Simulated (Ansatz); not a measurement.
Molecule: C$_{7}$H$_{13}$, charge 0, multiplicity 2. It need not be the lowest isomer of its formula. 
Coordinates optimised at B3LYP-D3(BJ)/def2-TZVP (Ansatz, an electronic-structure program):
SMILES: C(=[CH])CCC(C)C
```xyz
20

C     -2.3999    -0.9370    -0.8236
C     -1.3084     0.1219    -0.6632
C     -1.8738     1.3786     0.0004
C     -0.1145    -0.4582     0.1044
C      1.1111     0.4593     0.1669
C      2.2606    -0.1824     0.8973
C      3.4296    -0.4691     0.3957
H     -2.0191    -1.8265    -1.3296
H     -3.2413    -0.5530    -1.4040
H     -2.7837    -1.2471     0.1524
H     -0.9560     0.3970    -1.6648
H     -2.2051     1.1590     1.0196
H     -1.1390     2.1826     0.0534
H     -2.7353     1.7566    -0.5538
H     -0.4339    -0.7095     1.1228
H      0.1845    -1.4004    -0.3636
H      1.4271     0.7275    -0.8433
H      0.8511     1.3892     0.6807
H      2.0650    -0.4398     1.9450
H      4.3570    -0.9145     0.7180
```
Charge 0, spin multiplicity 2.

Computed values are from Ansatz. Correlated levels leave the core frozen unless marked. Open shells are spin-unrestricted. No spin-orbit coupling. Non-relativistic. CBS marks a two-point X^-3 extrapolation of the correlation energy; Hartree-Fock from the larger set. The bracket is a focal-point correction in the basis named.

```
Quantity                                                                           Result
---------------------  ------------------------------------------------------------------
atomisation energy De  8028.2 kJ/mol at RI-MP2/CBS(cc-pVTZ,cc-pVQZ)+[CCSD(T)-MP2]/cc-pVTZ
total energy            -274.0966 Eh at RI-MP2/CBS(cc-pVTZ,cc-pVQZ)+[CCSD(T)-MP2]/cc-pVTZ
dipole moment                                               0.63 D at CCSD(T)/aug-cc-pVDZ
T1 diagnostic                                                       0.022 at CCSD/cc-pVTZ
```

The UHF reference is spin-contaminated (<S^2> 0.17 over the pure value in the largest basis).
